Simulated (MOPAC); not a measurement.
MOPAC input (PM6):

```
PM6 PRECISE GNORM=0.05 LET XYZ GEO-OK AUX(PRECISION=9) THREADS=1
C4H8Se

C    -2.15143800 1    1.40227100 1    0.48785600 1
C    -1.40577900 1    0.30666500 1    0.61460500 1
C    -1.96986200 1   -1.07597400 1    0.47270200 1
C     0.05285100 1    0.40735700 1    0.92147000 1
Se    1.24200900 1   -0.15555800 1   -0.58147400 1
H    -3.21135100 1    1.34396500 1    0.27519800 1
H    -1.72566400 1    2.39283800 1    0.58993700 1
H    -1.50442600 1   -1.59700300 1   -0.36758900 1
H    -1.77055400 1   -1.67120200 1    1.36910200 1
H    -3.04593600 1   -1.05248700 1    0.30717200 1
H     0.34997700 1    1.43394000 1    1.12218900 1
H     0.33764800 1   -0.20869200 1    1.77283600 1
H     1.18736500 1   -1.59429000 1   -0.27851200 1
```

From the output:

```
                                                       MOPAC v23.2.5 Linux

          FINAL HEAT OF FORMATION =          1.16978 KCAL/MOL =       4.89438 KJ/MOL

          COSMO AREA              =        136.77 SQUARE ANGSTROMS
          COSMO VOLUME            =        130.40 CUBIC ANGSTROMS

          GRADIENT NORM           =          0.04585          =       0.01272 PER ATOM
          IONIZATION POTENTIAL    =          8.505832 EV
          HOMO LUMO ENERGIES (EV) =         -8.506  0.217
          NO. OF FILLED LEVELS    =         15
          MOLECULAR WEIGHT        =        135.0672         POINT GROUP:  C1

          MOLECULAR DIMENSIONS (Angstroms)

            Atom       Atom       Distance
            H    10   Se     5     4.63846
            H     7    H     9     4.17421
            H    12    H     8     3.09878

          SCF CALCULATIONS        =         81

   ATOM   CHEMICAL          X               Y               Z
  NUMBER   SYMBOL      (ANGSTROMS)     (ANGSTROMS)     (ANGSTROMS)

     1       C         -2.03748089  *   1.34230119  *   0.22735553  *
     2       C         -1.35542268  *   0.25123421  *   0.59056968  *
     3       C         -1.99785546  *  -1.10469794  *   0.59817068  *
     4       C          0.07459702  *   0.31196140  *   1.01839676  *
     5      Se          1.25178292  *  -0.04091323  *  -0.50670684  *
     6       H         -3.06905892  *   1.32183446  *  -0.08539341  *
     7       H         -1.61367824  *   2.33354552  *   0.20197766  *
     8       H         -2.20005667  *  -1.45179023  *  -0.42501665  *
     9       H         -1.39425670  *  -1.87271774  *   1.09453821  *
    10       H         -2.96672234  *  -1.07979707  *   1.11818321  *
    11       H          0.33767640  *   1.31693547  *   1.41006827  *
    12       H          0.28042381  *  -0.38467849  *   1.85332429  *
    13       H          0.61056577  *  -1.32414694  *  -0.82460313  *

                             CARTESIAN COORDINATES

   1    C       -2.037480895     1.342301185     0.227355535
   2    C       -1.355422676     0.251234210     0.590569681
   3    C       -1.997855458    -1.104697941     0.598170676
   4    C        0.074597020     0.311961399     1.018396764
   5   Se        1.251782916    -0.040913226    -0.506706835
   6    H       -3.069058920     1.321834462    -0.085393414
   7    H       -1.613678243     2.333545518     0.201977655
   8    H       -2.200056670    -1.451790229    -0.425016646
   9    H       -1.394256699    -1.872717744     1.094538209
  10    H       -2.966722345    -1.079797070     1.118183215
  11    H        0.337676402     1.316935467     1.410068274
  12    H        0.280423807    -0.384678488     1.853324285
  13    H        0.610565775    -1.324146936    -0.824603132

           Empirical Formula: C4 H8 Se  =    13 atoms

      MOLECULAR POINT GROUP   :   C1

                  EIGENVALUES
 -28.56945 -24.76408 -24.20796 -22.16940 -18.59284 -15.72815 -15.62504 -14.69218
 -13.70037 -13.12386 -12.81169 -12.58955 -11.96506  -9.67931  -8.50583   0.21713
   1.50491   2.11624   3.98778   4.11839   5.17141   5.48601   5.50657   5.88290
   6.02504   6.34198   6.58209   6.82316

              NET ATOMIC CHARGES AND DIPOLE CONTRIBUTIONS

  ATOM NO.   TYPE          CHARGE      No. of ELECS.   s-Pop       p-Pop
    1          C          -0.456360        4.4564     1.11829     3.33807
    2          C           0.187346        3.8127     1.08289     2.72976
    3          C          -0.524466        4.5245     1.08603     3.43843
    4          C          -0.425712        4.4257     1.09961     3.32610
    5         Se          -0.053193        6.0532     1.98517     4.06802
    6          H           0.161581        0.8384     0.83842
    7          H           0.163979        0.8360     0.83602
    8          H           0.169762        0.8302     0.83024
    9          H           0.159836        0.8402     0.84016
   10          H           0.170580        0.8294     0.82942
   11          H           0.182326        0.8177     0.81767
   12          H           0.172416        0.8276     0.82758
   13          H           0.091906        0.9081     0.90809
 DIPOLE           X         Y         Z       TOTAL
 POINT-CHG.    -0.344    -0.953     0.482     1.122
 HYBRID        -0.378    -0.431     0.155     0.594
 SUM           -0.722    -1.384     0.637     1.686

          ATOMIC ORBITAL ELECTRON POPULATIONS

     Atom    s        px        py        pz
    1  C   1.11829   1.12936   1.08653   1.12218
    2  C   1.08289   0.89628   0.92057   0.91291
    3  C   1.08603   1.16929   1.08377   1.18537
    4  C   1.09961   1.04227   1.19988   1.08395
    5 Se   1.98517   1.39688   1.30595   1.36520
    6  H   0.83842
    7  H   0.83602
    8  H   0.83024
    9  H   0.84016
   10  H   0.82942
   11  H   0.81767
   12  H   0.82758
   13  H   0.90809

 **********************
 *                    *
 * JOB ENDED NORMALLY *
 *                    *
 **********************

 == MOPAC DONE ==
```

The geometry given is a B3LYP-D3(BJ)/def2-TZVP minimum.
